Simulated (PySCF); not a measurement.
Ionising NaSn

r²SCAN; basis Na cc-pVDZ, Sn cc-pVDZ-PP with ECP28; scalar-relativistic core potentials; PySCF 2.14. Neutral (UKS): quartet (σ ↑, π ↑↑), Re = 2.922 Å, ωe = 183 cm⁻¹, De = 1.34 eV, HOMO -3.49 eV, LUMO -2.10 eV.

NaSn⁺ (UKS): triplet (σ ↑, π ↑), Re = 3.403 Å, ωe = 109 cm⁻¹, De = 0.60 eV to Na⁺ + Sn. The energies at the minima are -376.61809 hartree for NaSn and -376.40213 for NaSn⁺.

(1) Work out the adiabatic ionisation energy, without and with harmonic zero-point energies (1 hartree = 27.2114 eV, 1 eV = 8065.5 cm⁻¹), and the change of the bond length.

These are scalar-relativistic numbers at best; spin–orbit coupling would shift them, the dissociation energy most. For an ion De counts to the pair picked by the measured ionisation energies or electron affinities, which need not be the lowest pair at this level. States were picked by a PBE0 search and need not be the measured ground states.

## Answers

(1) At r²SCAN: 0.21596 hartree = 5.877 eV between the minima; the zero-point term (109.0 − 183.0)/2 cm⁻¹ = -0.005 eV makes it 5.872 eV. Re changes by +48.1 pm against the neutral. The electron leaves a π orbital, and the ion is left as a loose complex of an ion and an atom.
